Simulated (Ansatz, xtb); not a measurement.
**Isomers of C4H3F2N in order of energy**

4 gas-phase structures of C4H3F2N, from a drawn sample of its isomers (lower ones may exist). Each was relaxed with GFN2-xTB:

A. `Fc1ccc(F)[nH]1`, a singlet
B. `Fc1c[nH]cc1F`, a singlet
C. `Fc1c[nH]c(F)c1`, a singlet
D. `Fc1cc[nH]c1F`, a singlet

**Question.** Estimate their order in r2SCAN-D4/def2-SVP energy at these geometries, lowest first.

**Answer.** Calculated order at r2SCAN-D4/def2-SVP: A (0.000), C (0.005), D (0.165), B (0.192) eV. Less than 1 kcal/mol parts A and C; D and B, so the order within those pairs means little.

Energies above the lowest of each column, in eV; the last columns are at PBE0-D3(BJ)/def2-SVP geometries:

```
structure  GFN2-xTB  HF/STO-3G  r2SCAN-D4/def2-SVP  PBE0-D3(BJ)/def2-SVP  CCSD(T)/def2-SVP + ΔMP2/def2-TZVPP
        A     0.000      0.000               0.000                 0.000                               0.006
        C     0.028      0.058               0.005                 0.008                               0.000
        D     0.157      0.155               0.165                 0.162                               0.135
        B     0.191      0.222               0.192                 0.190                               0.149
```

CCSD(T)/def2-SVP + ΔMP2/def2-TZVPP has A and C within 1 kcal/mol of each other at the bottom, and every level picks one of them. CCSD(T)/def2-SVP + ΔMP2/def2-TZVPP orders those it was run on as C (0.000), A (0.006), D (0.135), B (0.149) eV. Less than 1 kcal/mol parts C and A; D and B, so the order within those pairs means little. ΔMP2 is the change of the MP2 energy from the smaller to the larger basis.

Over these structures GFN2-xTB departs from r2SCAN-D4/def2-SVP by 0.010 eV on average once a common shift is removed. A GFN2-xTB relaxation took about 0.058 s and the r2SCAN-D4/def2-SVP energy about 1.5 s on a shared host (Ansatz 0.2.0, xtb 6.7.1).
